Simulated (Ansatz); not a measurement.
Z-matrix (Å, degrees):
```
Zr
N 1 2.037
N 1 2.037 2 107.1
N 1 2.037 2 107.1 3 114.7
F 1 1.930 2 111.7 3 -122.6
H 2 1.012 1 125.2 3 162.9
H 2 1.010 1 125.8 3 -9.5
H 3 1.012 1 125.2 2 -82.4
H 3 1.010 1 125.8 2 105.2
H 4 1.012 1 125.2 2 162.9
H 4 1.010 1 125.8 2 -9.6
```

The species carries charge 0 and has multiplicity 1. Zr: def2 effective core potential.

(1) List the B3LYP/def2-TZVPP orbital energies in eV (the Gaussian-basis code of Ansatz). (Best estimate.)

Results:

(1) Computed: Occupied: -670.20, -388.61, -388.61, -388.61, -57.59, -34.79, -34.13, -34.13, -29.58, -22.17, -22.01, -22.01, -12.86, -12.86, -12.79, -11.16, -10.84, -10.84, -10.11, -9.87, -9.87, -7.23, -7.23, -6.85. Lowest empty: -0.48, -0.29, -0.28, 0.49, 0.49, 0.83, 0.92, 0.92.

B3LYP here is the variant with VWN-RPA as its local correlation; programs differ in this.
